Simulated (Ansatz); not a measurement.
Start from `B[SiH2][SiH2]Cl` and change one atom or group to get `B[SiH2][SiH2][SiH2]Cl`.

Ansatz, PBE0-D4/def2-TZVP geometries, multiplicity 1. Each molecule was computed in one conformer, which needn't be the lowest.

```json
{"property": "size of the dipole moment (ωB97M-V/def2-TZVPP) / D", "`B[SiH2][SiH2]Cl`": "1.77"}
{"property": "HOMO–LUMO gap (PBE/def2-TZVPP) / eV", "`B[SiH2][SiH2]Cl`": "4.33"}
{"property": "HOMO–LUMO gap (B3LYP/def2-TZVPP) / eV", "`B[SiH2][SiH2]Cl`": "5.98"}
{"property": "HOMO energy (PBE0/def2-TZVPP) / eV", "`B[SiH2][SiH2]Cl`": "-7.64"}
{"property": "HOMO energy (B3LYP/def2-TZVPP) / eV", "`B[SiH2][SiH2]Cl`": "-7.45"}
{"property": "LUMO energy (B3LYP/def2-TZVPP) / eV", "`B[SiH2][SiH2]Cl`": "-1.47"}
```

(1) Give the same properties after the change, and the shifts. (An estimate is asked.)

## Answers

(1) The calculation gave: 
```
                                          property  `B[SiH2][SiH2][SiH2]Cl`  shift
size of the dipole moment (ωB97M-V/def2-TZVPP) / D                     2.51   0.74
               HOMO–LUMO gap (PBE/def2-TZVPP) / eV                     4.35   0.02
             HOMO–LUMO gap (B3LYP/def2-TZVPP) / eV                     5.92  -0.06
                HOMO energy (PBE0/def2-TZVPP) / eV                    -7.50   0.14
               HOMO energy (B3LYP/def2-TZVPP) / eV                    -7.30   0.15
               LUMO energy (B3LYP/def2-TZVPP) / eV                    -1.38   0.09
```

With PBE0 the HOMO rises by 0.14 eV and the LUMO rises by 0.08 eV, so the gap narrows by about 0.06 eV. PBE moves the HOMO by 0.11 eV and ωB97M-V by 0.16 eV. The zero-point energy changes by 47.5 kJ/mol with +9 modes. Dipoles are sizes alone; their direction can turn.

B3LYP here is the variant with VWN-RPA as its local correlation; programs differ in this.
